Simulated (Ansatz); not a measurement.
`C[Se][In]([F])[F]` + HBr → `[F][In]([F])[Br]` + `C[SeH]`  (ligand exchange at the In–Se bond)

Isolated molecules relaxed with PBE0-D4/def2-TZVP in Ansatz; ΔE leaves out vibrations. CCSD(T)/CBS adds triple-zeta CCSD(T) − MP2 to the extrapolated MP2 energy (def2 sets, frozen cores). Functionals use def2-TZVPP. HSE06 is defined as in plane-wave codes. def2 core potentials past Kr. For Br, In, Se outer-core shells are correlated without core-valence functions, which leaves a few kJ/mol of doubt a bond. Scalar relativity is left out up to krypton. Each species was taken in one conformer, which may not be the lowest.

| level | ΔE (kcal/mol) | difference from CCSD(T)/CBS |
| --- | --- | --- |
| PBE0-D4 | -1.9 | 0.0 |
| r2SCANh-D4 | -2.3 | -0.4 |
| r2SCAN0-D4 | -2.6 | -0.7 |
| CAM-B3LYP-D4 | -2.6 | -0.7 |
| B2PLYP | -2.6 | -0.7 |
| PBE | -1.4 | 0.5 |
| revPBE | -2.0 | -0.1 |
| r2SCAN0 | -2.9 | -1.0 |
| HSE06 | -2.5 | -0.6 |
| CAM-B3LYP | -3.2 | -1.3 |
| LC-ωPBE | -3.8 | -1.9 |
| MP2/def2-SVP | -3.9 | -2.0 |
| CCSD/def2-SVP | -4.0 | -2.1 |
| HF/def2-TZVPP | -7.1 | -5.2 |
| CCSD/def2-TZVPP | -2.9 | -1.0 |
| MP2/def2-QZVPP | -1.5 | 0.4 |
| CCSD(T)/CBS | -1.9 | 0 |

Largest T1 diagnostic among the species: 0.014.

In def2-TZVPP, CCSD(T) changes the Hartree–Fock value by +4.7 kcal/mol (the triples alone add +0.6 kcal/mol) and MP2 by +5.4 kcal/mol. The D4 term adds +1.1 kcal/mol with B3LYP and +0.6 kcal/mol with PBE0; it sums over pairs of atoms, weighted by their polarisabilities, and B3LYP, whose exchange is more repulsive, gets the larger term.

B3LYP here is the variant with VWN-RPA as its local correlation; programs differ in this.
